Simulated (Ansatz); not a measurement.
A nudged elastic band was laid between two geometries of BClFH + FH (6 atoms, charge 0, multiplicity 1).

Theory: RKS B3LYP-D4/cc-pVDZ (Ansatz).

```yaml
movable_images: 7
climbing_image: yes
spring: 5.0 eV/Å²
optimiser: quadratic models (default)
start_path: through a guess of the saddle point
force_threshold: 0.05 eV/Å
iteration_limit: 60
end_points: relaxed
```

First end point:

```xyz
6
Properties=species:S:1:pos:R:3
B 0.055 0.301 0.040
H 0.210 0.993 1.001
F 1.061 -0.026 -0.759
Cl -1.602 -0.059 -0.543
F 0.150 -1.635 1.271
H -0.666 -1.957 0.950
```

Last end point:

```xyz
6
Properties=species:S:1:pos:R:3
B -0.044 -0.657 -0.582
H -0.052 0.428 2.154
F 1.024 0.114 -0.697
Cl -1.611 -0.089 -1.130
F 0.083 -1.868 -0.063
H -0.192 -0.311 2.278
```

Task: What changes between the two ends?

Result: Bonds broken: B1–H2, F5–H6. Bonds formed: B1–F5, H2–H6. BClFH + FH becomes BClF2 + H2.

Task: Give the energies along the band, and the barrier.

Result: The forces met the threshold. The highest image is number 5 of 0 to 8, 0.87 eV above the first end and 2.03 eV above the last; the last end lies 1.17 eV below the first. Neighbouring images differ by up to 1.4 eV, so the band resolves the path poorly. A vibrational analysis at the climbing image gives one clearly imaginary mode, 1221i cm⁻¹: a first-order saddle point. The orbitals stay closed-shell, which can raise the energy where a bond breaks towards radicals; this wasn't checked here.

```csv
image,path coordinate (Å),energy (eV),B1–H2 (Å),F5–H6 (Å),B1–F5 (Å)
0,0.00,0.00,1.19,0.93,2.30
1,0.53,0.03,1.20,0.93,2.34
2,1.06,0.06,1.20,0.93,2.35
3,1.59,0.08,1.20,0.93,2.30
4,2.13,0.25,1.22,0.95,2.05
5,2.66,0.87,1.34,1.16,1.62
6,3.29,-0.58,1.82,1.78,1.36
7,3.92,-1.11,2.41,2.37,1.33
8,4.55,-1.17,2.94,2.82,1.32
```

Task: What is the geometry of the highest image?

Result: 
```xyz
6
Properties=species:S:1:pos:R:3:forces:R:3
B -0.089 -0.222 0.025 0.00 0.00 0.00
H -0.087 0.250 1.280 0.00 0.00 0.00
F 1.055 0.049 -0.609 0.00 0.00 0.00
Cl -1.650 0.062 -0.775 0.00 0.00 0.00
F -0.001 -1.715 0.656 0.00 0.00 0.00
H -0.020 -0.807 1.385 0.00 0.00 0.00
```

Time of the run: 8.2 min on 1 thread of Arm Neoverse V1, with other jobs on the host, peak memory 0.13 GiB.
